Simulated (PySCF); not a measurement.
C₂H₆Ge, SMILES C=[CH][GeH3].

Geometry optimised at r2SCAN-D4/def2-SVP.

These are PBE0/def2-TZVPD in PySCF values and carry that method's errors.

Symmetry labels are those of the subgroup Cs that the program uses (full group Cs).

Computed valence orbital energies around the gap with their symmetry:
```tsv
orbital	symmetry	energy (eV)
HOMO−7	A'	-16.58
HOMO−6	A'	-14.89
HOMO−5	A'	-12.79
HOMO−4	A'	-11.40
HOMO−3	A"	-9.73
HOMO−2	A'	-9.46
HOMO−1	A'	-8.80
HOMO	A"	-7.89
LUMO	A"	-0.41
LUMO+1	A'	0.37
LUMO+2	A'	0.77
LUMO+3	A'	1.00
```
